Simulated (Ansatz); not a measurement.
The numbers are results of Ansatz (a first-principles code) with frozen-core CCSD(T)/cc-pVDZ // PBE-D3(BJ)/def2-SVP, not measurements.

Ansatz 0.2 input:
```yaml
crystal:
  periodic: [false, false, false]
  atoms:
    - { symbol: O, position_ang: [2.026141, 2.719574, -0.501972] }
    - { symbol: C, position_ang: [1.401873, 1.938438, 0.185458] }
    - { symbol: C, position_ang: [0.424943, 0.898761, -0.332234] }
    - { symbol: C, position_ang: [-1.009995, 1.424336, -0.077713] }
    - { symbol: C, position_ang: [-2.074336, 0.410015, -0.510274] }
    - { symbol: C, position_ang: [-1.865222, -0.945886, 0.171606] }
    - { symbol: C, position_ang: [-0.452926, -1.484924, -0.089314] }
    - { symbol: C, position_ang: [0.641961, -0.483397, 0.333718] }
    - { symbol: Si, position_ang: [2.383653, -1.194106, 0.001487] }
    - { symbol: H, position_ang: [1.482, 1.962803, 1.320271] }
    - { symbol: H, position_ang: [0.586222, 0.825049, -1.430431] }
    - { symbol: H, position_ang: [-1.145847, 2.388931, -0.609643] }
    - { symbol: H, position_ang: [-1.124969, 1.639855, 1.009182] }
    - { symbol: H, position_ang: [-3.086193, 0.808643, -0.287931] }
    - { symbol: H, position_ang: [-2.023969, 0.278347, -1.614104] }
    - { symbol: H, position_ang: [-2.015754, -0.833348, 1.268823] }
    - { symbol: H, position_ang: [-2.62435, -1.677333, -0.176255] }
    - { symbol: H, position_ang: [-0.343821, -1.705826, -1.175611] }
    - { symbol: H, position_ang: [-0.305892, -2.450933, 0.438506] }
    - { symbol: H, position_ang: [0.57173, -0.340579, 1.439117] }
    - { symbol: H, position_ang: [2.576196, -1.399996, -1.477932] }
    - { symbol: H, position_ang: [3.451153, -0.258677, 0.502575] }
    - { symbol: H, position_ang: [2.527396, -2.519749, 0.700901] }
basis:
  gaussian: { orbitals: cc-pVDZ }
correlation:
  method: ccsd_t
```

Output:

```
Functional definition: HF
1831 factors; integrals over basis functions are off by at most 1.2e-3 eV
mean field evaluation 1: about -17328.3123 eV, gradient 4.5e1 eV
mean field evaluation 2: about -17328.6553 eV, gradient 4.5e1 eV
mean field evaluation 4: about -17334.4726 eV, gradient 6.9e0 eV
mean field evaluation 8: about -17334.6284 eV, gradient 5.3e-1 eV
mean field evaluation 16: about -17332.7558 eV, gradient 2.7e1 eV
mean field -17334.63064740 eV, -637.0359264574 hartree, gradient 9.1e-6 eV, S^2 0.000000; 0 other end points of the search recorded, 0 dependent functions left out
13 core orbitals not correlated
reference -17334.63064740 eV, -637.0359264574 hartree; 26, 26 occupied and 161, 161 virtual orbitals, 1831 factors
second order -34.47650517 eV of doubles, -0.00000000 eV of singles
cycle   1  -35.86757527 eV  change    -1.4e0 eV  update   1.4e-1
cycle   2  -36.87678249 eV  change    -1.0e0 eV  update   4.3e-2
cycle   3  -37.11949246 eV  change   -2.4e-1 eV  update   2.2e-2
cycle   4  -37.11664247 eV  change    2.8e-3 eV  update   5.3e-3
cycle   5  -37.11738093 eV  change   -7.4e-4 eV  update   2.2e-3
cycle   6  -37.11783887 eV  change   -4.6e-4 eV  update   6.5e-4
cycle   7  -37.11735107 eV  change    4.9e-4 eV  update   2.6e-4
cycle   8  -37.11725252 eV  change    9.9e-5 eV  update   7.9e-5
cycle   9  -37.11727661 eV  change   -2.4e-5 eV  update   3.1e-5
perturbative correction -1.26396979 eV, -0.0464500329 hartree
Total energy: -17373.01189380 eV, -638.4464112467 hartree
```

Cost: about 10 core-minutes (a rough figure).
